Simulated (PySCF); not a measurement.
Level of theory: PBE-D3(BJ)/def2-TZVP // B3LYP-D3(BJ)/def2-TZVP run with PySCF. All species are isolated molecules in the gas phase. One relaxed conformer stands for a flexible species; it need not be the lowest. Excitations are Tamm–Dancoff values on a coarser integration grid. The basis has no diffuse functions, so Rydberg states are missing or too high.

Reference species (SMILES): `N(B)CB` (neutral, multiplicity 1).

| Item | Value |
|---|---|
| HOMO–LUMO gap | 3.86 eV |
| T1 excitation (TDA) | 3.69 eV |
| HOMO | -6.54 eV |

Changed species: `BCBN`.

Q: What does the change do to the HOMO–LUMO gap, T1 excitation (TDA) and HOMO?

A: the HOMO–LUMO gap rises by 0.99 eV, to 4.85 eV; the T1 excitation (TDA) goes up by 0.85 eV, to 4.54 eV; the HOMO falls by 0.48 eV, to -7.02 eV.
